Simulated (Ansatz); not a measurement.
Relaxation of a periodic cell of 30 atoms, H4C (contents 6 CH4, density as packed 0.33 g/cm³ with natural masses), to a largest force component of 0.3 eV/Å in at most 15 steps.

The calculation used DFT r2SCAN-D3(BJ), scalar-relativistic, plane waves, PAW (Ansatz). Settings: cutoff 500 eV, k mesh 1x1x1, fermi-dirac smearing 0.02 eV, no spin polarisation.

```xyz
30
Lattice="7.8912 0.0000 0.0000 0.0000 7.8912 0.0000 0.0000 0.0000 7.8912" Properties=species:S:1:pos:R:3
C 4.209 2.829 7.477
H 4.350 2.153 6.635
H 3.171 3.158 7.509
H 4.861 3.695 7.361
H 4.454 2.312 8.404
C 5.849 0.845 2.920
H 5.527 1.772 3.394
H 5.833 0.038 3.653
H 6.862 0.966 2.537
H 5.176 0.603 2.099
C 1.871 7.832 0.622
H 1.011 7.645 -0.021
H 1.589 7.670 1.662
H 2.205 8.861 0.491
H 2.679 7.151 0.355
C 7.360 3.171 1.110
H 7.825 3.319 2.084
H 6.416 2.640 1.235
H 8.024 2.585 0.476
H 7.173 4.139 0.646
C 2.732 1.882 5.102
H 1.842 1.332 4.798
H 2.665 2.123 6.162
H 2.804 2.803 4.524
H 3.616 1.271 4.923
C 7.104 5.798 2.983
H 6.566 6.230 2.140
H 6.422 5.190 3.577
H 7.511 6.597 3.602
H 7.918 5.175 2.614
```

**Question.** Where does it end, and by what steps?

**Answer.** The run converged. The threshold is loose, so the end isn't yet a minimum. The force dipped under the threshold on the way, but the program's further checks kept it going. Limits of this set-up: coarse k mesh. After 2 steps the energy has fallen by 0.476 eV; H23 moved furthest, 0.39 Å.

```tsv
step	energy less start (eV)	largest force component (eV/Å)	accepted
0	0.0000	0.833	yes
1	-0.3184	0.192	yes
2	-0.4758	0.300	yes
```

```xyz
30
Lattice="7.8912 0.0000 0.0000 0.0000 7.8912 0.0000 0.0000 0.0000 7.8912" Properties=species:S:1:pos:R:3
C 4.275 2.909 7.588
H 4.498 2.219 6.788
H 3.232 3.224 7.521
H 4.916 3.775 7.488
H 4.435 2.408 8.535
C 5.786 0.875 2.976
H 5.501 1.852 3.364
H 5.685 0.120 3.749
H 6.819 0.901 2.633
H 5.143 0.613 2.137
C 1.870 7.826 0.630
H 1.011 7.650 -0.015
H 1.586 7.659 1.666
H 2.210 8.850 0.508
H 2.673 7.146 0.357
C 7.452 3.139 1.037
H 7.937 3.214 2.005
H 6.485 2.677 1.173
H 8.058 2.528 0.373
H 7.311 4.133 0.619
C 2.579 1.806 4.949
H 1.747 1.270 4.495
H 2.349 1.976 5.992
H 2.748 2.775 4.467
H 3.503 1.223 4.886
C 7.165 5.803 3.033
H 6.648 6.213 2.170
H 6.479 5.169 3.591
H 7.518 6.612 3.662
H 8.008 5.219 2.696
```

The run took 2.4 min on 1 thread of Arm Neoverse V1 (shared host), peak memory 1.3 GiB.
